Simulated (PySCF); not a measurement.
BeH₃NSe, SMILES [NH2][Be][SeH]. Heavy atoms are numbered as in [Be:1]([NH2:2])[SeH:5]. Hydrogens are named by the atom that carries them.

Coordinates come from a PBE0-D3(BJ)/def2-TZVP optimisation. Other conformers were not sampled.

Calculation: PySCF with B3LYP/def2-TZVPD.

Mulliken values depend strongly on the basis, most of all with diffuse functions as here. ESP charges are fitted to the potential on shells at 1.4 to 2.0 van der Waals radii. Atomic charges (e), one atom of each kind:

```csv
atom,meta-Löwdin,Mulliken,ESP fit
Be1,1.26,-0.23,0.70
N2 (NH2),-1.12,-0.14,-1.24
H on N2,0.22,0.22,0.42
Se5 (SeH),-0.65,-0.17,-0.37
H on Se5,0.06,0.10,0.09
```
